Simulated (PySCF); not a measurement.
SMILES C=C1C=C[Se]C(Cl)=C1, C6H5ClSe

Cartesian coordinates in Å; atom numbers follow the order of the lines, from 1:
```xyz
13

C    -0.9992    1.6569    0.9171
C     0.3128    1.4086    0.6116
C     0.7380    0.0838    0.1543
C     1.9940   -0.3030   -0.1808
Se    3.5375    0.7977   -0.1355
C     2.6425    2.3657    0.4716
Cl    3.7229    3.7175    0.6642
C     1.3149    2.4695    0.7363
H    -1.7632    0.8666    0.8261
H    -1.3292    2.6515    1.2616
H    -0.0574   -0.6792    0.0747
H     2.2099   -1.3312   -0.5162
H     0.9548    3.4547    1.0809
```

The calculation used PySCF, UKS PBE/def2-SV(P) four-point reorganisation energy, gas phase. Geometry: PBE/def2-SV(P).

The calculation is non-relativistic, which matters for the atoms heavier than Zn.

(1) What is the inner reorganisation energy for hole transfer, with the ionisation energy?

Results:

(1) λ = 0.098 (surface of the oxidised species) + 0.102 (surface of the starting species) = 0.200 eV. The ionisation energy is 7.26 eV vertical and 7.16 eV adiabatic without zero-point energy; at the relaxed geometry of the oxidised species the two energies differ by 7.06 eV. Largest bond changes: C4–Se5 1.896 → 1.861 Å, C1–C2 1.370 → 1.405 Å, C6–Cl7 1.741 → 1.707 Å, C6–C8 1.358 → 1.384 Å, C8–C2 1.465 → 1.439 Å. ⟨S²⟩ of the relaxed oxidised species 0.760.
